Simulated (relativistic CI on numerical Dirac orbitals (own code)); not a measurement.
## Energy levels of P V

Calculated at this level of theory: Dirac-Coulomb-Breit CI, separate exchange-only KLI orbitals for each configuration, model QED (radiative potential, 1s self-energy scaled to tabulated hydrogen-like ionisation energies), valence Slater integrals scaled by 0.85, P86 correlation energy added to each configuration (own radial code, finite nucleus).

CI space (outside the closed core [Ne]): 3s, 3p, 3d, 4s, 4p, 4d, 4f, 5s, 5p, 5d, 5f, 5g, 6s, 6p, 6d, 7s, 7p. Levels of other configurations are missing.

The lowest level is 3s 2S_1/2, with 100 % of that term; Hund's rules for 3s give 2S with J = 1/2, in agreement.

| No. | Configuration | Term | J | E (eV) | % | Next component (%) | Landé g | Lifetime (s) |
| --- | --- | --- | --- | --- | --- | --- | --- | --- |
| 1 | 3s | 2S | 1/2 | 0.0000 | 100 |  | 2.002 |  |
| 2 | 3p | 2P° | 1/2 | 10.9683 | 100 |  | 0.666 | 7.79e-10 |
| 3 | 3p | 2P° | 3/2 | 11.0642 | 100 |  | 1.334 | 7.58e-10 |
| 4 | 3d | 2D | 5/2 | 25.2429 | 100 |  | 1.200 | 2.58e-10 |
| 5 | 3d | 2D | 3/2 | 25.2434 | 100 |  | 0.799 | 2.54e-10 |
| 6 | 4s | 2S | 1/2 | 33.5882 | 100 |  | 2.002 | 1.48e-10 |
| 7 | 4p | 2P° | 1/2 | 37.4819 | 100 |  | 0.666 | 4.12e-10 |
| 8 | 4p | 2P° | 3/2 | 37.5157 | 100 |  | 1.334 | 4.18e-10 |
| 9 | 4d | 2D | 5/2 | 42.5857 | 100 |  | 1.200 | 7.90e-10 |
| 10 | 4d | 2D | 3/2 | 42.5861 | 100 |  | 0.799 | 7.94e-10 |
| 11 | 4f | 2F° | 5/2 | 43.6748 | 100 |  | 0.857 | 1.01e-10 |
| 12 | 4f | 2F° | 7/2 | 43.6753 | 100 |  | 1.143 | 1.01e-10 |
| 13 | 5s | 2S | 1/2 | 46.3880 | 100 |  | 2.002 | 2.13e-10 |
| 14 | 5p | 2P° | 1/2 | 48.2025 | 100 |  | 0.666 | 5.35e-10 |
| 15 | 5p | 2P° | 3/2 | 48.2182 | 100 |  | 1.334 | 5.44e-10 |
| 16 | 5d | 2D | 5/2 | 50.6261 | 100 |  | 1.200 | 1.04e-09 |
| 17 | 5d | 2D | 3/2 | 50.6264 | 100 |  | 0.799 | 1.06e-09 |
| 18 | 5f | 2F° | 5/2 | 51.3311 | 100 |  | 0.857 | 1.84e-10 |
| 19 | 5f | 2F° | 7/2 | 51.3314 | 100 |  | 1.143 | 1.84e-10 |
| 20 | 5g | 2G | 7/2 | 51.3396 | 100 |  | 0.889 | 3.76e-10 |
| 21 | 5g | 2G | 9/2 | 51.3398 | 100 |  | 1.111 | 3.76e-10 |
| 22 | 6s | 2S | 1/2 | 52.6606 | 100 |  | 2.002 | 3.22e-10 |
| 23 | 6p | 2P° | 1/2 | 53.6506 | 100 |  | 0.666 | 7.41e-10 |
| 24 | 6p | 2P° | 3/2 | 53.6593 | 100 |  | 1.334 | 7.53e-10 |
| 25 | 6d | 2D | 5/2 | 54.9954 | 100 |  | 1.200 | 1.33e-09 |
| 26 | 6d | 2D | 3/2 | 54.9956 | 100 |  | 0.800 | 1.34e-09 |
| 27 | 7s | 2S | 1/2 | 56.2063 | 100 |  | 2.002 | 4.71e-10 |
| 28 | 7p | 2P° | 1/2 | 56.8063 | 100 |  | 0.666 | 1.11e-09 |
| 29 | 7p | 2P° | 3/2 | 56.8116 | 100 |  | 1.334 | 1.12e-09 |

Energies count from the lowest computed level; ° marks odd parity; lifetimes are radiative, by E1, M1, E2, M2, E3 decay to levels of this space only.

The mean weight of the leading LS term, summed over parents, in these 29 levels is 100 %, and that of the leading jj configuration (from the same eigenvectors) 100 %.

At this charge configurations can still be misplaced by up to about 7 % of their energy. 14 of the 14 excited levels that our extract of the measured tables holds in this range could be paired (the sources list more); they are missed by 1933 cm⁻¹ on average and 2501 at most, and levels without a partner can miss by more.
